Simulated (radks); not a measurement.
Results of a calculation; reference values are marked as such.
How relativity changes the ionisation of the thulium ion Tm2+ ([Xe] 4f13) to Tm3+ ([Xe] 4f12). Spin-unpolarised spherical Kohn-Sham, LDA (Slater exchange, Perdew-Wang correlation), point nucleus unless stated (finite: rms radius 5.2256 fm), a radial shooting solver on a logarithmic mesh with Libxc functionals. A level marked "c x" has the speed of light scaled by that factor and shares open shells by 2j + 1; other Dirac levels either fill j = l - 1/2 first or share by 2j + 1.

level	E(Tm2+) (hartree)	E(Tm3+) (hartree)	IE (eV)	HOMO	<r> HOMO (bohr)
non-rel.	-12936.1149	-12934.9720	31.101	4f	0.7601
scalar-rel.	-13558.3290	-13557.3455	26.763	4f	0.7986
scalar-rel., finite nucleus	-13556.8716	-13555.8880	26.765	4f	0.7986
Dirac, 2j+1 shares	-13572.9996	-13572.0195	26.670	4f7/2	0.8082
Dirac, low j first	-13573.0186	-13572.0597	26.091	4f7/2	0.8086
Dirac, 2j+1 shares, finite nucleus	-13571.5313	-13570.5511	26.672	4f7/2	0.8081
Dirac, c x 1.5	-13198.3666	-13197.2977	29.087	4f7/2	0.7796
Dirac, c x 3	-12999.0135	-12997.8893	30.592	4f7/2	0.7647
Dirac, c x 10	-12941.7081	-12940.5668	31.055	4f7/2	0.7605

NIST Atomic Spectra Database: 23.66 eV (semi-empirical). The relativistic part of the total energy of Tm2+ is -635.4 hartree (Dirac, 2j+1 shares, finite nucleus), 4.9 % of the non-relativistic value. Spin polarisation and multiplet splitting of open shells are left out at every level.

Beside tabulated values, note that relativity, absent from the non-relativistic runs, is large for the heavy elements, and spin-unpolarised runs miss the spin-polarisation part of the exchange energy of open shells.
